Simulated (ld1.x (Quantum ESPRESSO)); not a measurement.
**What the settings do to the TM potential of nitrogen (N)**

Base potential:

* Element: N (Z = 7)
* Generator: ld1.x (Quantum ESPRESSO) 7.5
* Type: norm-conserving Troullier–Martins (Kleinman–Bylander form)
* Functional: LDA (PZ)
* Relativity: non-relativistic
* Frozen core: [He]
* Valence charge: 5
* Reference configuration: 2s2 2p3
* Partial waves: 2p (bound): rc 1.75 bohr; 2s (bound): rc 0.85 bohr
* Local potential: the s channel
* Core correction: a·sin(br)/r model core inside 0.80 bohr

Cutoffs, loose and tight: the cutoffs (Ry, on a coarse ladder) from which the occupation-weighted sum of valence levels, in a spherical-Bessel basis at the reference potential, stays within 10 and 1 mRy of its value at 400 Ry. They do not see the model core or the augmentation charge, which bear on the density cutoff. Test errors are all-electron minus pseudo excitation energies from the reference, over the configurations 2s2 2p2; 2s2 2p1; 2s2 2p0; 2s2 2p3.3; 2s1 2p4; 2s0 2p5; 2s1 2p3 (two spin-polarised tests are not counted in the largest error). A dash means not determined; rows that change the core or the reference have their own tests.

```tsv
change	outcome	cutoff, loose	cutoff, tight	bound ghosts	largest test error (meV)
base	generated	55 Ry	140 Ry	none	+1036
scalar-relativistic	generated	55 Ry	140 Ry	none	+1034
wave 2s (bound): rc 0.85 bohr becomes 2s (bound): rc 0.60 bohr	generated	230 Ry	over 300 Ry	none	+1130
wave 2p (bound): rc 1.75 bohr becomes 2p (bound): rc 1.12 bohr	generated	90 Ry	160 Ry	none	+291
all radii but the core radius scaled by about 0.97 (s 0.82, p 1.70 bohr)	generated	55 Ry	140 Ry	none	+952
core correction a·sin(br)/r model core inside 1.06 bohr	generated	55 Ry	140 Ry	none	+1061
local potential all-electron potential smoothed inside 0.85 bohr (lloc = -2)	generated	55 Ry	140 Ry	none	+1047
functional PBE	generated	55 Ry	140 Ry	none	+1011
local potential all-electron potential smoothed inside 1.15 bohr (lloc = -1)	generated	55 Ry	140 Ry	none	+1042
reference 2s2 2p2	generated	55 Ry	140 Ry	none	+1384
```

Q: What comes out with this change to the base: type RRKJ; local potential all-electron potential smoothed inside 1.10 bohr (lloc = -1)?

A: outcome: generated; cutoff, loose: 70 Ry; cutoff, tight: 110 Ry; bound ghosts: none; largest test error (meV): +1272.

Q: What comes out with this change to the base: type PAW; waves now 2s (bound): rcut 0.75, rcutus 0.85 bohr; 2s channel at 0.3 Ry: rcut 0.75, rcutus 0.85 bohr; 2p (bound): rcut 1.50, rcutus 1.75 bohr; 2p channel at 0.6 Ry: rcut 1.50, rcutus 1.75 bohr; local potential all-electron potential smoothed inside 1.55 bohr (lloc = -2); augmentation PSQ, inside the norm-conserving radii?

A: outcome: generated; cutoff, loose: 45 Ry; cutoff, tight: 60 Ry; bound ghosts: none; largest test error (meV): -12.
